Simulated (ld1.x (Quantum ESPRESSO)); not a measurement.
**What the settings do to the ultrasoft potential of indium (In)**

Base potential:

In (Z = 49), ultrasoft, made with ld1.x (Quantum ESPRESSO) 7.5 (LDA (PZ), fully relativistic). Core [Ar] 3d10, reference 4s2 4p6 4d10 5s2 5p0.5 (charge +0.5). Waves: 4s (bound): rcut 1.30, rcutus 1.60 bohr; 5s (bound): rcut 1.30, rcutus 1.60 bohr; 4p (bound): rcut 1.20, rcutus 1.40 bohr; 5p (bound): rcut 1.20, rcutus 1.40 bohr; 4d (bound): rcut 1.45, rcutus 1.70 bohr; 4d channel at -0.35 Ry: rcut 1.45, rcutus 1.70 bohr. Local part: all-electron potential smoothed inside 1.10 bohr (lloc = -1). Core correction: Bessel-smoothed model core inside 0.70 bohr. Augmentation charge: built from norm-conserving waves at rcut, not smoothed further.

Open shells are filled in proportion to 2j + 1 (rel_dist='average').

Cutoffs, loose and tight: the cutoffs (Ry, on a coarse ladder) from which the occupation-weighted sum of valence levels, in a spherical-Bessel basis at the reference potential, stays within 10 and 1 mRy of its value at 400 Ry. They do not see the model core or the augmentation charge, which bear on the density cutoff. Test errors are all-electron minus pseudo excitation energies from the reference, over the configurations 4s2 4p6 4d10 5s2 5p1; 4s2 4p6 4d10 5s2 5p0; 4s2 4p6 4d10 5s1 5p0; 4s2 4p6 4d9 5s2 5p2; 4s2 4p6 4d10 5s0 5p3; 4s2 4p5 4d10 5s2 5p1; 4s2 4p6 4d10 5s1 5p2. A dash means not determined; rows that change the core or the reference have their own tests. The largest error is taken over the tests solved by every variant that gives reliable tests at all: 4s2 4p5 4d10 5s2 5p1; 4s2 4p6 4d10 5s1 5p0; 4s2 4p6 4d10 5s1 5p2; 4s2 4p6 4d10 5s2 5p0; 4s2 4p6 4d10 5s2 5p1; 4s2 4p6 4d9 5s2 5p2.

Cutoffs are not given where the Bessel-basis levels miss the radial ones by over 6 mRy, ghosts where they miss by over 20 mRy; a channel whose overlap is not positive is not tested.

A file whose overlap is not positive is unfit for use, and its test errors describe a broken file.

| change | outcome | bound ghosts | largest test error (meV) |
| --- | --- | --- | --- |
| base | generated, overlap not positive | not determined (overlap not positive) | -2589 |
| core correction none | generated, overlap not positive | not determined (overlap not positive) | -2619 |
| core correction Bessel-smoothed model core inside 0.56 bohr | generated, overlap not positive | not determined (overlap not positive) | -2584 |
| core correction Bessel-smoothed model core inside 0.74 bohr | generated, overlap not positive | not determined (overlap not positive) | -2591 |
| core correction Bessel-smoothed model core inside 0.88 bohr | generated, overlap not positive | not determined (overlap not positive) | -2602 |
| core correction Bessel-smoothed model core inside 1.10 bohr | generated, overlap not positive | not determined (overlap not positive) | -2617 |
| core correction Bessel-smoothed model core inside 1.16 bohr | generated, overlap not positive | not determined (overlap not positive) | -2618 |
| core correction Bessel-smoothed model core inside 1.40 bohr | generated, overlap not positive | not determined (overlap not positive) | -2619 |
| core correction Bessel-smoothed model core inside 1.50 bohr | generated, overlap not positive | not determined (overlap not positive) | -2619 |
| core correction Bessel-smoothed model core inside 1.68 bohr | generated, overlap not positive | not determined (overlap not positive) | -2619 |
